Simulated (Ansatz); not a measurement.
Species: [diamino(methyl)silyl]methane, C₂H₁₀N₂Si, charge 0, multiplicity 1. SMILES: N[Si](C)(C)N
Geometry from a B3LYP-D3(BJ)/def2-TZVP (Ansatz, a program for electronic structure) optimisation:
```
Si
N 1 1.7232
H 2 1.0068 1 121.33
H 2 1.0076 3 111.68 1 -153.03
N 1 1.7232 2 105.70 3 155.70
H 5 1.0068 1 121.33 2 155.70
H 5 1.0076 6 111.68 1 -153.03
C 1 1.8761 2 105.35 3 32.35
H 8 1.0921 1 111.16 2 59.74
H 8 1.0924 9 107.87 1 -121.53
H 8 1.0937 9 107.89 10 -115.76
C 1 1.8761 2 116.01 3 -88.00
H 12 1.0921 1 111.16 2 -56.77
H 12 1.0924 13 107.87 1 -121.53
H 12 1.0937 13 107.89 14 -115.76
```
Charge 0, spin multiplicity 1.

Cost and difference of B3LYP with Ansatz in habitual basis sets for the atomisation energy (kcal/mol). Conventions: six Cartesian d functions in 6-31G* and its kin unless marked 5d; atomisation electronic, to ground-state atoms; LANL2DZ with its own core potentials from Na on; open shells spin-unrestricted; spin-orbit terms left out; 6-311+G** with 5d, 6d on Na to Ar in Ansatz; no dispersion term unless named; non-relativistic; valence correlation only. Basis-set limits of correlation are two-point, X^-3; Hartree-Fock from the larger set. Ab initio and DFT rows: single points at B3LYP-D3(BJ) geometries (Ansatz). Costs are core time of energy and forces over that of the cheapest set, on one shared machine, to one figure and rough; under a factor of 2 they don't order.

Coupled cluster (Ansatz) is a level with limits of its own, used here on species with T1 under 0.025 (0.045 for open shells) and stable references: CCSD(T)/CBS(cc-pV(T+d)Z,cc-pV(Q+d)Z).

Value to compare with: 1328.4 kcal/mol.

```csv
level,relative cost,atomisation energy (kcal/mol),difference
B3LYP/STO-3G,1×,1524.0,195.6
B3LYP/3-21G,1×,1275.8,-52.6
B3LYP/LANL2DZ,2×,1271.7,-56.7
B3LYP/6-31G,2×,1252.0,-76.4
B3LYP/6-31G*,2×,1298.4,-30.0
B3LYP/def2-SVP,3×,1309.1,-19.3
B3LYP/cc-pVDZ,3×,1279.4,-49.0
B3LYP/6-31+G*,3×,1297.6,-30.8
B3LYP/6-31G**,3×,1313.8,-14.6
B3LYP/6-311+G**,5×,1306.8,-21.6
```

The dearest set gives -21.6 kcal/mol. A small set can land close by cancelling terms.
